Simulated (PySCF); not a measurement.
# Sb⁺: excitation energy

Sb⁺ [Kr] 4d10 5s2 5p2 (3P) → Sb⁺ [Kr] 4d10 5s2 5p1 5d1 (high-spin determinant), as a difference of total energies. Computed with PySCF 2.14 in aug-cc-pwCVTZ-DK3 (10s9p7d4f1g, 109 functions), with the spin-free X2C one-electron Hamiltonian (Gaussian nucleus). Correlated levels: valence: [Kr] 4d10 frozen; valence and next inner shell: [Ar] 3d10 frozen. The calculations carry no spin-orbit coupling.

```json
{"method": "UHF", "excitation energy (eV)": "9.479"}
{"method": "LDA", "excitation energy (eV)": "8.962"}
{"method": "PBE", "excitation energy (eV)": "8.767"}
{"method": "PBE0", "excitation energy (eV)": "9.053"}
{"method": "r2SCAN", "excitation energy (eV)": "9.200"}
{"method": "M06-L", "excitation energy (eV)": "8.911"}
{"method": "r2SCANh", "excitation energy (eV)": "9.266"}
{"method": "CAM-B3LYP", "excitation energy (eV)": "9.279"}
{"method": "MP2 (valence)", "excitation energy (eV)": "9.332"}
{"method": "MP2 (valence and next inner shell)", "excitation energy (eV)": "9.423"}
```

Problem. Estimate what SCS-MP2 (valence) gives.

Solution. 9.332 eV, closest to MP2 (valence) among the rows shown.

Problem. Estimate what SCS-MP2 (valence and next inner shell) gives.

Solution. 9.383 eV, closest to MP2 (valence and next inner shell) among the rows shown.

A first-order spin-orbit estimate (lowest level to lowest level, LS coupling) adds 0.096 eV.

The promoted electron is Rydberg-like, and one or two diffuse shells describe it only roughly, which tends to raise the upper state.

The determinant of the upper state mixes LS terms, which raises its energy above the lowest term, most at the Hartree-Fock and MP2 levels.
